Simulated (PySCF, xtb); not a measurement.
Cl4H3HfN, SMILES [Cl][Hf]([Cl])(<-[NH3])([Cl])[Cl], multiplicity 1.

xtb with GFN2-xTB at its own geometry gives an orbital gap of 2.85 eV and a dipole moment of 7.48 D.

Coordinates come from a PBE-D3(BJ)/def2-SVP optimisation. The spin state was assumed, not searched. The def2 effective core potentials stand for the cores of Hf; spin–orbit coupling is left out.

Q: What does CAM-B3LYP/def2-TZVP run with PySCF give? (Estimate from the structure and the level; the computed values follow.)

A: gap 9.50 eV (levels -10.19 and -0.68 eV), dipole 5.84 D.
